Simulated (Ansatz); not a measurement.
Consider the cleavage of the Si–Si bond: `O[Si](O)(Cl)[SiH](F)Cl` + H–F → `O[Si](O)(F)Cl` + `F[SiH2]Cl`.

Isolated molecules relaxed with PBE0-D4/def2-TZVP in Ansatz; ΔE leaves out vibrations. CBS: MP2 limit from def2 TZ/QZ plus the TZ coupled-cluster correction, frozen cores. This one scheme is used for every species. Functionals use def2-TZVPP. B3LYP here is the variant with VWN-RPA as its local correlation; programs differ in this. Each species was taken in one conformer, which may not be the lowest.

Question: Is it downhill or uphill in electronic energy at CCSD(T)/CBS, and by how much? (Estimate.)

Answer: Ansatz gave: Downhill: ΔE = -39.5 kcal/mol.

Question: What do these levels give: PBE-D4, r2SCAN-D4, PBE, PBE0, B3LYP, HF/def2-TZVPP, MP2/def2-TZVPP, CCSD/def2-TZVPP, HF/def2-QZVPP, SCS-MP2/def2-QZVPP, HF/CBS(def2), MP2/CBS(def2)? (An estimate is asked.)

Answer: Ansatz gave: PBE-D4 -32.9, r2SCAN-D4 -39.9, PBE -35.1, PBE0 -37.5, B3LYP -41.6, HF/def2-TZVPP -48.6, MP2/def2-TZVPP -41.1, CCSD/def2-TZVPP -41.9, HF/def2-QZVPP -49.3, SCS-MP2/def2-QZVPP -42.1, HF/CBS(def2) -49.4, MP2/CBS(def2) -40.0 kcal/mol.

Largest T1 diagnostic among the species: 0.011.

The D4 term adds +3.6 kcal/mol with B3LYP and +2.1 kcal/mol with PBE0; it sums over pairs of atoms, weighted by their polarisabilities, and B3LYP, whose exchange is more repulsive, gets the larger term. In def2-TZVPP, CCSD(T) changes the Hartree–Fock value by +8.1 kcal/mol (the triples alone add +1.3 kcal/mol) and MP2 by +7.6 kcal/mol. From PBE to PBE0 (25 % exact exchange), in def2-TZVPP and without D4, ΔE moves by −2.4 kcal/mol.
